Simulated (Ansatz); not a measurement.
**Nudged elastic band run: Cl3Ge2H5S**

The input (input.yaml):

```yaml
crystal:
  periodic: [false, false, false]
  atoms:
    - { symbol: Ge, position_ang: [-0.178647, -0.250492, 0.176512] }
    - { symbol: Ge, position_ang: [-0.392256, -0.202007, 2.623781] }
    - { symbol: H, position_ang: [-1.266146, -1.43163, 2.98226] }
    - { symbol: H, position_ang: [1.0165, -0.342578, 3.238546] }
    - { symbol: H, position_ang: [-1.086603, 1.111147, 3.034625] }
    - { symbol: Cl, position_ang: [1.886933, -0.563355, -0.489001] }
    - { symbol: Cl, position_ang: [-0.87249, 1.560541, -0.812973] }
    - { symbol: Cl, position_ang: [-1.323173, -1.897809, -0.675561] }
    - { symbol: S, position_ang: [1.770256, 2.681548, 1.615817] }
    - { symbol: H, position_ang: [2.310425, 1.915009, 0.626527] }
    - { symbol: H, position_ang: [2.739201, 2.300327, 2.493667] }
basis:
  gaussian: { orbitals: def2-SVP }
hamiltonian:
  xc: pbe
neb:
  order_check: false
  images: 7
  f_tol: 0.05
  max_iterations: 60
  final_atoms:
    - { symbol: Ge, position_ang: [0.94066788, 0.55670438, -0.75514748] }
    - { symbol: Ge, position_ang: [-0.65220554, 0.28232889, 3.61259751] }
    - { symbol: H, position_ang: [-1.56011654, -0.9722356, 3.59493216] }
    - { symbol: H, position_ang: [0.83257676, -0.15056424, 3.55084537] }
    - { symbol: H, position_ang: [-0.90022595, 1.07318227, 4.92188161] }
    - { symbol: Cl, position_ang: [1.74138452, 0.12902205, -2.71829874] }
    - { symbol: Cl, position_ang: [-0.83847518, 1.75422, -0.97111548] }
    - { symbol: Cl, position_ang: [0.42349279, -1.35166292, 0.13107583] }
    - { symbol: S, position_ang: [2.35192439, 1.70217535, 0.51573378] }
    - { symbol: H, position_ang: [3.2521082, 0.67551784, 0.53326993] }
    - { symbol: H, position_ang: [-0.98713135, 1.18201298, 2.39842551] }
  initial_path:
    images:
      - { positions_ang: [[-0.178647, -0.250492, 0.176512], [-0.392256, -0.202007, 2.623781], [-1.266146, -1.43163, 2.98226], [1.0165, -0.342578, 3.238546], [-1.086603, 1.111147, 3.034625], [1.886933, -0.563355, -0.489001], [-0.87249, 1.560541, -0.812973], [-1.323173, -1.897809, -0.675561], [1.770256, 2.681548, 1.615817], [2.310425, 1.915009, 0.626527], [2.739201, 2.300327, 2.493667]] }
      - { positions_ang: [[-0.11885252, -0.20151405, 0.13279335], [-0.29833852, -0.14771171, 2.65525344], [-1.30039125, -1.19204076, 3.04692738], [1.03449186, -0.48415998, 3.2593865], [-0.75958386, 1.20012986, 3.08528559], [1.95803584, -0.41442914, -0.53704157], [-0.91756291, 1.59102865, -0.81311147], [-1.21049929, -1.90703726, -0.68583325], [1.64587438, 2.52288666, 1.40860965], [2.31971715, 1.85797869, 0.87203248], [2.25110911, 2.05557004, 2.3898979]] }
      - { positions_ang: [[-0.05905804, -0.1525361, 0.0890747], [-0.20442103, -0.09341641, 2.68672588], [-1.3346365, -0.95245152, 3.11159476], [1.05248373, -0.62574196, 3.280227], [-0.43256472, 1.28911272, 3.13594619], [2.02913868, -0.26550329, -0.58508214], [-0.96263582, 1.6215163, -0.81324994], [-1.09782558, -1.91626552, -0.6961055], [1.52149275, 2.36422531, 1.20140229], [2.3290093, 1.80094838, 1.11753795], [1.76301722, 1.81081309, 2.2861288]] }
      - { positions_ang: [[0.00073645, -0.10355815, 0.04535606], [-0.11050355, -0.03912112, 2.71819832], [-1.36888176, -0.71286228, 3.17626214], [1.07047559, -0.76732394, 3.3010675], [-0.10554558, 1.37809558, 3.18660678], [2.10024152, -0.11657743, -0.63312271], [-1.00770873, 1.65200395, -0.81338842], [-0.98515186, -1.92549378, -0.70637775], [1.39711113, 2.20556397, 0.99419494], [2.33830145, 1.74391807, 1.36304343], [1.27492534, 1.56605613, 2.18235971]] }
      - { positions_ang: [[0.06053093, -0.0545802, 0.00163741], [-0.01658607, 0.01517418, 2.74967076], [-1.40312701, -0.47327304, 3.24092952], [1.08846746, -0.90890592, 3.321908], [0.22147355, 1.46707844, 3.23726738], [2.17134437, 0.03234843, -0.68116328], [-1.05278163, 1.6824916, -0.81352689], [-0.87247815, -1.93472204, -0.71665], [1.27272951, 2.04690262, 0.78698759], [2.3475936, 1.68688776, 1.60854891], [0.78683345, 1.32129918, 2.07859061]] }
      - { positions_ang: [[0.28056516, 0.09824095, -0.18755882], [-0.17549093, 0.08196285, 2.96540245], [-1.44237439, -0.59801368, 3.32943018], [1.02449478, -0.7193205, 3.37914234], [-0.05895132, 1.3686044, 3.65842093], [2.06385441, 0.05651683, -1.19044715], [-0.99920502, 1.7004237, -0.85292404], [-0.54848541, -1.78895726, -0.50471854], [1.54252823, 1.9607208, 0.71917414], [2.57372225, 1.43404528, 1.33972916], [0.34334225, 1.28647763, 2.15854933]] }
      - { positions_ang: [[0.5005994, 0.25106209, -0.37675504], [-0.3343958, 0.14875153, 3.18113413], [-1.48162177, -0.72275432, 3.41793084], [0.96052211, -0.52973508, 3.43637669], [-0.3393762, 1.27013036, 4.07957449], [1.95636444, 0.08068524, -1.69973101], [-0.9456284, 1.7183558, -0.89232119], [-0.22449268, -1.64319248, -0.29278709], [1.81232695, 1.87453899, 0.65136068], [2.7998509, 1.1812028, 1.07090942], [-0.10014895, 1.25165608, 2.23850806]] }
      - { positions_ang: [[0.72063364, 0.40388323, -0.56595126], [-0.49330067, 0.21554021, 3.39686582], [-1.52086916, -0.84749496, 3.5064315], [0.89654944, -0.34014966, 3.49361103], [-0.61980108, 1.17165631, 4.50072805], [1.84887448, 0.10485364, -2.20901488], [-0.89205179, 1.7362879, -0.93171834], [0.09950006, -1.4974277, -0.08085563], [2.08212567, 1.78835717, 0.58354723], [3.02597955, 0.92836032, 0.80208968], [-0.54364015, 1.21683453, 2.31846679]] }
      - { positions_ang: [[0.94066788, 0.55670438, -0.75514748], [-0.65220554, 0.28232889, 3.61259751], [-1.56011654, -0.9722356, 3.59493216], [0.83257676, -0.15056424, 3.55084537], [-0.90022595, 1.07318227, 4.92188161], [1.74138452, 0.12902205, -2.71829874], [-0.83847518, 1.75422, -0.97111548], [0.42349279, -1.35166292, 0.13107583], [2.35192439, 1.70217535, 0.51573378], [3.2521082, 0.67551784, 0.53326993], [-0.98713135, 1.18201298, 2.39842551]] }
```

Run as:

```bash
$ ansatz run input.yaml --threads 4 --pin off --max-ram 5120MiB --backend cpu --events-out ev --progress --plain --runs-dir out
```

Output, in part (warnings, iteration lines, the closing report on the highest movable image, with atoms numbered from 0):

```
NEB end point (image 0): max|allowed force component| = 2.417e-2 eV/Å (the criterion of neb.relax_end_points is 1.000e-2)
NEB end point (image 8): max|allowed force component| = 1.569e-2 eV/Å (the criterion of neb.relax_end_points is 1.000e-2)
NEB iter   1: max|band force component| = 2.227e1 eV/Å  barrier→ = 4.8692 eV  barrier← = 4.8200 eV  Δτ_max = 0.1995 Å  (278 SCF iters)
NEB iter   2: max|band force component| = 5.991e0 eV/Å  barrier→ = 2.9625 eV  barrier← = 2.9133 eV  Δτ_max = 0.2000 Å  (226 SCF iters)
NEB iter   3: max|band force component| = 3.043e0 eV/Å  barrier→ = 2.4510 eV  barrier← = 2.4018 eV  Δτ_max = 0.2000 Å  (205 SCF iters)
NEB iter   4: max|band force component| = 1.076e0 eV/Å  barrier→ = 1.9201 eV  barrier← = 1.8709 eV  Δτ_max = 0.2000 Å  (213 SCF iters)
NEB iter   5: max|band force component| = 1.017e0 eV/Å  barrier→ = 1.6883 eV  barrier← = 1.6391 eV  Δτ_max = 0.2000 Å  (193 SCF iters)
NEB iter   6: max|band force component| = 2.725e0 eV/Å  barrier→ = 2.1006 eV  barrier← = 2.0514 eV  Δτ_max = 0.0999 Å  (190 SCF iters)
NEB iter   7: max|band force component| = 8.929e-1 eV/Å  barrier→ = 1.7982 eV  barrier← = 1.7490 eV  Δτ_max = 0.1819 Å  (186 SCF iters)
NEB iter   8: max|band force component| = 7.357e-1 eV/Å  barrier→ = 1.7782 eV  barrier← = 1.7290 eV  CI = image 4  Δτ_max = 0.1936 Å  (188 SCF iters)
NEB iter   9: max|band force component| = 1.191e0 eV/Å  barrier→ = 1.9435 eV  barrier← = 1.8943 eV  CI = image 4  Δτ_max = 0.2000 Å  (187 SCF iters)
NEB iter  10: max|band force component| = 9.640e-1 eV/Å  barrier→ = 2.3865 eV  barrier← = 2.3373 eV  CI = image 4  Δτ_max = 0.2000 Å  (197 SCF iters)
NEB iter  11: max|band force component| = 3.208e-1 eV/Å  barrier→ = 2.2367 eV  barrier← = 2.1875 eV  CI = image 4  Δτ_max = 0.1777 Å  (189 SCF iters)
NEB iter  12: max|band force component| = 2.260e-1 eV/Å  barrier→ = 2.2194 eV  barrier← = 2.1702 eV  CI = image 4  Δτ_max = 0.1396 Å  (182 SCF iters)
NEB iter  13: max|band force component| = 2.566e-1 eV/Å  barrier→ = 2.1916 eV  barrier← = 2.1424 eV  CI = image 4  Δτ_max = 0.0697 Å  (184 SCF iters)
NEB iter  14: max|band force component| = 2.030e-1 eV/Å  barrier→ = 2.1811 eV  barrier← = 2.1319 eV  CI = image 4  Δτ_max = 0.0697 Å  (182 SCF iters)
NEB iter  15: max|band force component| = 7.608e-2 eV/Å  barrier→ = 2.1748 eV  barrier← = 2.1256 eV  CI = image 4  Δτ_max = 0.1386 Å  (182 SCF iters)
NEB iter  16: max|band force component| = 7.388e-2 eV/Å  barrier→ = 2.1719 eV  barrier← = 2.1227 eV  CI = image 4  Δτ_max = 0.0666 Å  (183 SCF iters)
NEB iter  17: max|band force component| = 6.619e-2 eV/Å  barrier→ = 2.1712 eV  barrier← = 2.1220 eV  CI = image 4  Δτ_max = 0.1234 Å  (182 SCF iters)
NEB iter  18: max|band force component| = 5.870e-2 eV/Å  barrier→ = 2.1709 eV  barrier← = 2.1217 eV  CI = image 4  Δτ_max = 0.1399 Å  (176 SCF iters)
NEB iter  19: max|band force component| = 6.457e-2 eV/Å  barrier→ = 2.1707 eV  barrier← = 2.1215 eV  CI = image 4  Δτ_max = 0.0668 Å  (181 SCF iters)
NEB iter  20: max|band force component| = 5.144e-2 eV/Å  barrier→ = 2.1707 eV  barrier← = 2.1215 eV  CI = image 4  Δτ_max = 0.0560 Å  (181 SCF iters)
NEB iter  21: max|band force component| = 3.590e-2 eV/Å  barrier→ = 2.1706 eV  barrier← = 2.1214 eV  CI = image 4  Δτ_max = 0.0000 Å  (372 SCF iters)
Total energy: -161456.05684440 eV, -5933.4006501857 hartree
Atom 0 at     0.445708     0.293585     0.076849 Å, force    -0.001307    -0.001592     0.000128 eV/Å
Atom 1 at    -0.236082     0.099201     2.878849 Å, force     0.004559     0.006542    -0.010848 eV/Å
Atom 2 at    -1.688342    -0.318519     2.556072 Å, force    -0.003080    -0.000888    -0.001327 eV/Å
Atom 3 at     0.600069    -1.083628     3.424150 Å, force     0.002983    -0.004306     0.003576 eV/Å
Atom 4 at    -0.268378     1.243076     3.942508 Å, force    -0.001905     0.002773     0.001274 eV/Å
Atom 5 at     1.796224     0.021724    -1.638127 Å, force    -0.002858     0.003180    -0.000638 eV/Å
Atom 6 at    -1.325895     1.386740    -0.537785 Å, force     0.005444    -0.002752     0.004105 eV/Å
Atom 7 at    -0.095343    -1.863068     0.254923 Å, force     0.002473     0.007771     0.000686 eV/Å
Atom 8 at     1.733295     2.313867     0.870222 Å, force    -0.008250    -0.010552    -0.003265 eV/Å
Atom 9 at     2.836303     1.562939     1.158045 Å, force     0.000099    -0.002196     0.003502 eV/Å
Atom 10 at     0.806443     1.224785     1.828492 Å, force     0.001841     0.002020     0.002808 eV/Å
Dipole moment:     0.241329     0.139401     0.476141 e Å
```

The forces met the threshold. Neighbouring images differ by up to 1.6 eV, so the band resolves the path poorly. A vibrational analysis at the climbing image gives one clearly imaginary mode, 1032i cm⁻¹, and a faint second one (17i cm⁻¹) that may be numerical noise or a soft torsion: probably a first-order saddle point. The orbitals stay closed-shell, which can raise the energy where a bond breaks towards radicals; this wasn't checked here.

Final band (atoms are numbered from 1 in the order of the input):

| image | path coordinate (Å) | energy (kcal/mol) | Ge1–Ge2 (Å) | S9–H11 (Å) | Ge1–S9 (Å) |
| --- | --- | --- | --- | --- | --- |
| 0 | 0.00 | 0.0 | 2.46 | 1.36 | 3.80 |
| 1 | 1.35 | 0.5 | 2.45 | 1.36 | 4.15 |
| 2 | 2.69 | 3.0 | 2.45 | 1.36 | 3.87 |
| 3 | 4.04 | 13.3 | 2.51 | 1.36 | 3.29 |
| 4 | 5.39 | 50.1 | 2.89 | 1.72 | 2.52 |
| 5 | 6.72 | 12.4 | 3.74 | 2.42 | 2.25 |
| 6 | 8.05 | 2.0 | 4.45 | 2.98 | 2.22 |
| 7 | 9.39 | 1.4 | 4.84 | 3.55 | 2.22 |
| 8 | 10.72 | 1.1 | 4.66 | 3.87 | 2.22 |

The run took 5.2 min on 4 threads of Intel(R) Xeon(R) Platinum 8259CL CPU @ 2.50GHz (Skylake/Cascade Lake), on a shared host, peak memory 0.32 GiB.
